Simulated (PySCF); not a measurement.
Computed shifts of a molecule C₄H₁₀BN, PBE/pcSseg-1 (PySCF), GIAO, gas phase, equivalent atoms averaged, in ppm (number of nuclei): ¹³C: 31.2 (1), 31.1 (1), 29.9 (2). ¹⁵N: 108.2 (1). ¹H: 4.15 (2), 2.15 (1), 1.61 (2), 1.52 (3), 0.97 (2). References: ¹³C against TMS (σ = 182.0 ppm); ¹¹B against BF3 (σ = 83.9 ppm); ¹⁵N against NH3 (σ = 267.0 ppm); ¹H against TMS (σ = 31.49 ppm), references at their B3LYP-D3(BJ)/def2-TZVP geometries, non-relativistic. Geometry: B3LYP-D3(BJ)/def2-SVP. Other conformers were not sampled.

**Question.** Which structure fits?
A) C[C@H]1CCB1N
B) C=CB(C)NC
C) CC1CB(N)C1
D) C/N=C/B(C)C

**Answer.** C, CC1CB(N)C1
